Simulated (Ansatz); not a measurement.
The same path of a periodic cell of 17 atoms, Si₁₆Ge (host Si, host structure diamond, interstitial Ge) was run twice with different band settings. Lost on the way: Si6–Ge17. Made: Si9–Ge17.

Method: Ansatz 0.2.0, DFT PBE-D3(BJ), scalar-relativistic, plane waves, PAW. Settings: PAW set soft_1, cutoff 420 eV, k mesh 2x2x2, gaussian smearing 0.02 eV, no spin polarisation.

Relaxed end points:

```xyz
17
Lattice="0.0000 5.4300 5.4300 5.4300 0.0000 5.4300 5.4300 5.4300 0.0000" Properties=species:S:1:pos:R:3
Si 0.031 -0.001 0.001
Si 1.345 1.363 1.366
Si 2.713 2.656 0.001
Si 4.095 4.018 1.409
Si 2.713 -0.001 2.661
Si 4.095 1.409 4.023
Si 5.428 2.714 2.716
Si 6.761 4.018 4.023
Si -0.002 2.714 2.716
Si 1.345 4.064 4.067
Si 2.713 5.429 2.771
Si 4.082 6.793 4.067
Si 2.713 2.771 5.431
Si 4.082 4.064 6.796
Si 5.395 5.429 5.431
Si 6.761 6.839 6.839
Ge 8.143 5.429 5.431
```

```xyz
17
Lattice="0.0000 5.4300 5.4300 5.4300 0.0000 5.4300 5.4300 5.4300 0.0000" Properties=species:S:1:pos:R:3
Si -0.006 0.007 -0.005
Si 1.363 1.300 1.360
Si 2.744 2.662 -0.047
Si 4.110 4.073 1.360
Si 2.731 0.008 2.725
Si 4.078 1.358 4.075
Si 5.425 2.709 2.725
Si 6.793 4.073 4.020
Si -0.019 2.661 2.768
Si 1.363 4.073 4.129
Si 2.743 5.484 2.767
Si 4.076 6.788 4.075
Si 2.731 2.709 5.425
Si 4.045 4.073 6.790
Si 5.411 5.485 5.382
Si 6.792 6.846 6.789
Ge 6.791 4.073 6.789
```

Common settings: movable images 3; climbing image yes; spring 5.0 eV/Å²; force threshold 0.05 eV/Å; end points relaxed.

| run | optimiser | start path | iteration limit | largest step |
| --- | --- | --- | --- | --- |
| 1 | quadratic models (default) | IDPP | 80 | default |
| 2 | fire | default | 50 | 1.0 Å |

Problem. What does each run give, and how far can it be trusted?

Solution. Run 1: converged after 40 iterations, highest image 0.343 eV above the first end. By the program's own check the climbing image is of a kind that is not told: the force calls were inconclusive, a negative curvature could not be distinguished from the path's own, the only one lies far off the path, or fixed occupations may fill a level only in part (lowest curvatures found: -1.90 and 0.11 eV/Å²).
Run 2: converged after 40 iterations, highest image 0.339 eV above the first end. The order of the stationary point at the top wasn't checked.
Limits of this set-up: coarse k mesh, a small cell, in which the defect meets its images.
